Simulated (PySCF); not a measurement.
# [PbF3(H2O)]− at several levels of theory

Computed with PySCF 2.14.0 (density fitting, no spin-orbit coupling) at the geometry relaxed with PBE0:

```xyz
7
[PbF3(H2O)]− (singlet)
Pb    0.1095    0.0240   -0.0240
F     1.4153    0.7243    1.4674
F    -1.0546   -1.2172    1.2172
F     1.4153   -1.4674   -0.7243
O    -2.0522    2.0968   -2.0968
H    -1.7237    2.2510   -1.2023
H    -1.7237    1.2023   -2.2510
```

| level | basis | state | HOMO (eV) | gap (eV) | charge on Pb1 (e) | dipole about the centre of mass (D) | largest force component (eV/Å) |
| --- | --- | --- | --- | --- | --- | --- | --- |
| PBE0 | Pb def2-SVP with ECP60, F def2-SVP, O def2-SVP, H def2-SVP | singlet | -2.64 | 6.92 | 0.67 | 3.64 | 0.04 |
| CAM-B3LYP | the same | singlet | -3.88 | 9.07 | 0.65 | 3.66 | 0.13 |
| PBE0 | Pb def2-TZVP with ECP60, F def2-TZVP, O def2-TZVP, H def2-TZVP | singlet | -3.26 | 6.74 | 0.85 | 4.02 | 0.18 |

Charges are Mulliken's, which hang on the basis. The relaxation used the grid (50, 194), these runs (75, 302) or, all-electron (x2c bases, spin-free X2C Hamiltonian), (99, 590).

What does M06-L with Pb def2-SVP with ECP60, F def2-SVP, O def2-SVP, H def2-SVP give here?

state singlet, HOMO (eV) -1.42, gap (eV) 5.52, charge on Pb1 (e) 0.73, dipole about the centre of mass (D) 3.69, largest force component (eV/Å) 0.37. Time: 7.4 s on 2 threads of Arm Neoverse V1 (shared host), from an already converged density.

In the first row's basis the gap widens with exact exchange: 5.5 eV for M06-L (none); 6.9 eV for PBE0 (a fixed share); 9.1 eV for CAM-B3LYP (rising or full at long range).
